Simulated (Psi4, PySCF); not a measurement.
Psi4 was given this input:
```
memory 2 GB

molecule {
-1 3
  Al    0.00000000    0.00000000    0.00000000
}

set basis aug-cc-pvdz
set reference uhf
set freeze_core true
set mp2_type conv
set scf_type pk
set puream true
set d_convergence 1e-8

energy('ccsd(t)')
print_variables()
```

Q: Give the equivalent PySCF input.

A: This is not unique; one that fits is 
```python
from pyscf import gto, scf, cc

mol = gto.M(
    atom='''
Al    0.00000000    0.00000000    0.00000000
''',
    basis='aug-cc-pvdz',
    charge=-1,
    spin=2,
    verbose=4,
)

mf = scf.UHF(mol)
mf.kernel()

mycc = cc.CCSD(mf, frozen=5)
mycc.kernel()
et = mycc.ccsd_t()
print('E(CCSD(T)) = %.10f' % (mycc.e_tot + et))
```

Both were run: Psi4 gave -241.936081 Eh and PySCF -241.936081 Eh, 0.000 mEh apart.
